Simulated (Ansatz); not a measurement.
A run for Ansatz (a quantum-chemistry and plane-wave program): R-PBE/def2-TZVPP on CH3BeF (SMILES [CH3][Be][F]), atoms moved off the minimum.

Ansatz 0.2 input:
```yaml
crystal:
  periodic: [false, false, false]
  atoms:
    - {symbol: Be, position_ang: [0.01360292, 0.12562909, -0.10547537]}
    - {symbol: F, position_ang: [-0.33097940, 1.15540239, -1.01210531]}
    - {symbol: C, position_ang: [0.42188005, -1.08685762, 0.95757366]}
    - {symbol: H, position_ang: [0.44793260, -2.10119464, 0.46312425]}
    - {symbol: H, position_ang: [-0.51510626, -1.19299279, 1.75360419]}
    - {symbol: H, position_ang: [1.26491527, -0.82067085, 1.42885228]}
basis:
  gaussian:
    orbitals: def2-TZVPP
hamiltonian:
  xc: {name: PBE}
scf: {lower_state_search: off}
output: {forces: true}
```

The head of its log:

```
WARN ansatz: RAYON_NUM_THREADS=2 ignored (pool sized by the plan → 2); use --threads N
Functional definition: PBE
these checks for a lower state are left out or cut short: stability, starts, cluster_reference, orbital_swaps, neighbouring_geometries, increment
integrals: 0.03 GiB planned
654 factors; their error is unknown
mean field: 0.28 GiB planned
mean field evaluation 1: about -4191.2476 eV, gradient 7.5e1 eV
mean field evaluation 2: about -4166.7089 eV, gradient 1.3e2 eV
```

**Question.** What total energy does the run end on?

**Answer.** -154.4434 hartree.
